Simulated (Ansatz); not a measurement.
`[F][Sn][Cl]` + CH₄ → `[CH3][Sn][Cl]` + H–F at 500 K and 1 bar (formal exchange of groups at the Sn–F bond).

Calculated with Ansatz (gas phase, PBE0-D4/def2-TZVP geometries, no zero-point term in ΔE). CCSD(T)/CBS is the MP2 limit (def2-TZVPP, def2-QZVPP) plus CCSD(T) − MP2 in def2-TZVPP, frozen cores. This one scheme is used for every species. Elements past krypton have def2 core potentials. For Sn outer-core shells are correlated without core-valence functions, which leaves a few kJ/mol of doubt a bond.

```tsv
species	CCSD(T)/CBS energy (Eh)	H − E (kJ/mol)	S (J/(mol·K))
`[F][Sn][Cl]`	-773.69640	30.5	327.7
CH₄	-40.46206	135.6	206.8
`[CH3][Sn][Cl]`	-713.71101	125.8	363.1
H–F	-100.39570	39.4	188.7
```

H − E and S are ideal-gas, rigid-rotor, harmonic terms from PBE0-D4/def2-TZVP. 1 Eh = 2625.50 kJ/mol, R = 8.31446 J/(mol·K).

Task: By hand: ΔE, ΔH, ΔS and ΔG.

Result: ΔE = (-713.71101) + (-100.39570) − (-773.69640) − (-40.46206) = 0.05175 Eh = 135.9 kJ/mol. Δ(H − E) = 125.8 + 39.4 − 30.5 − 135.6 = -0.9, so ΔH = 135.0 kJ/mol. ΔS = 363.1 + 188.7 − 327.7 − 206.8 = 17.3 J/(mol·K). ΔG = 135.0 − 500 × (17.3)/1000 = 126.3 kJ/mol.

Task: By hand: the equilibrium constant, and the temperature at which ΔG would vanish if ΔH and ΔS stayed fixed.

Result: log₁₀ K = −ΔG/(RT ln 10) = -13.2. ΔG = 0 at ΔH/ΔS = 7803 K, far beyond where these terms or the molecules hold.

ΔH outweighs TΔS. A doubt of 5 kJ/mol in ΔE shifts log₁₀ K by 0.5 here. These are equilibria of isolated gas molecules and say nothing of rates. Largest T1 diagnostic: 0.016 (customary marks: 0.02 for closed shells, 0.045 for open ones).
